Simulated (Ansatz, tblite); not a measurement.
Species of one formula, Ge₁₄NH₂₄ (doublet), each relaxed with PBE-D4/def2-SVP in Ansatz.

The xTB rows come from tblite. Correlated methods freeze 127 core orbitals; core or outer-core shells of Ge are correlated, in sets that lack core-valence functions. Single mean-field runs in def2-SVP, def2-TZVP are fitted with def2-universal-jkfit.

Other spin states weren't relaxed.

A:

```tsv
atom	x (Å)	y (Å)	z (Å)
Ge1	0.342	0.946	-1.047
Ge2	2.142	-2.282	-2.131
Ge3	-4.539	2.441	0.431
Ge4	-2.868	-1.116	-0.156
Ge5	0.677	-2.057	1.573
Ge6	-1.266	1.406	2.514
Ge7	2.570	1.661	-0.345
Ge8	-2.498	3.259	1.500
Ge9	4.121	-1.129	-1.276
Ge10	0.608	-0.563	-2.950
Ge11	-0.775	-0.249	0.778
Ge12	1.100	-3.551	-0.319
Ge13	-4.045	0.729	-1.242
Ge14	2.761	-1.146	2.483
N15	3.587	0.115	0.047
H16	-0.465	2.221	-1.440
H17	2.613	-3.219	-3.285
H18	-5.326	3.622	-0.207
H19	-5.448	1.807	1.524
H20	-2.555	-2.257	-1.169
H21	-3.753	-1.712	0.977
H22	4.412	0.384	0.604
H23	-0.121	-2.871	2.645
H24	0.062	1.914	3.146
H25	-2.123	0.761	3.642
H26	3.277	2.514	-1.450
H27	2.551	2.477	0.978
H28	-1.595	3.932	0.426
H29	-2.850	4.341	2.563
H30	4.890	-0.396	-2.424
H31	5.105	-2.087	-0.547
H32	1.220	0.179	-4.174
H33	-0.758	-1.173	-3.377
H34	-0.225	-4.183	-0.839
H35	2.052	-4.712	0.096
H36	-3.124	1.329	-2.343
H37	-5.357	0.249	-1.931
H38	2.492	0.338	2.909
H39	3.112	-1.921	3.815
```

B:

```tsv
atom	x (Å)	y (Å)	z (Å)
Ge1	-0.6397	-1.6529	0.3354
Ge2	-0.1608	-0.3445	-3.4990
Ge3	1.8305	-2.1440	3.8311
Ge4	2.6288	-0.0094	0.5003
Ge5	-3.0589	1.2320	-1.2379
Ge6	0.7471	2.2782	-0.6245
Ge7	0.3073	1.2773	2.3497
Ge8	-2.8496	-0.5867	0.3804
Ge9	-0.0818	-0.6320	3.8307
Ge10	-2.4898	0.4068	-3.4706
Ge11	0.0998	-2.2065	-1.9384
Ge12	1.2540	1.5609	-2.9138
Ge13	2.7786	-2.1981	1.5858
Ge14	-1.5641	3.0923	-0.7100
N15	0.9220	0.8229	0.6081
H16	-0.7966	-3.0314	1.0977
H17	0.2118	-0.8188	-4.9394
H18	1.4328	-3.5673	4.3148
H19	2.9044	-1.5813	4.8072
H20	2.9149	-0.1510	-1.0214
H21	3.6919	0.9596	1.1128
H22	-4.5292	1.7580	-1.2395
H23	1.7221	3.4215	-0.1719
H24	-1.0180	2.0575	2.1211
H25	1.3437	2.2482	3.0036
H26	-3.9624	-1.6394	0.0782
H27	-3.1324	-0.0312	1.8088
H28	-1.3908	-1.3717	3.4468
H29	-0.2865	-0.0266	5.2539
H30	-3.4257	-0.7818	-3.8407
H31	-2.7031	1.5316	-4.5260
H32	-0.7178	-3.4170	-2.4902
H33	1.5938	-2.6483	-1.9104
H34	2.7613	1.2764	-3.1642
H35	0.8518	2.7721	-3.8103
H36	2.1043	-3.2897	0.7128
H37	4.3015	-2.5301	1.6553
H38	-2.0073	3.8574	0.5682
H39	-1.5881	4.1067	-1.8943
```

Problem. Estimate their order by electronic energy at PBE0-D4/def2-TZVP, counted from the lowest.

Solution. A (0.00) < B (0.53), in eV.

Problem. Do the other levels pick the same lowest one?

Solution. Not GFN2-xTB. Energies above each level's lowest (eV):

```
              level     A     B
           GFN1-xTB  0.00  0.88
           GFN2-xTB  0.12  0.00
        HF/def2-SVP  0.00  0.90
       HF/def2-TZVP  0.00  0.89
    PBE-D4/def2-SVP  0.00  0.48
   PBE-D4/def2-TZVP  0.00  0.49
r2SCAN-D4/def2-TZVP  0.00  0.52
   PBE0-D4/def2-SVP  0.00  0.53
  PBE0-D4/def2-TZVP  0.00  0.53
       MP2/def2-SVP  0.00  0.53
```
Point groups (tolerance 0.1 Å): A not assigned, B not assigned.
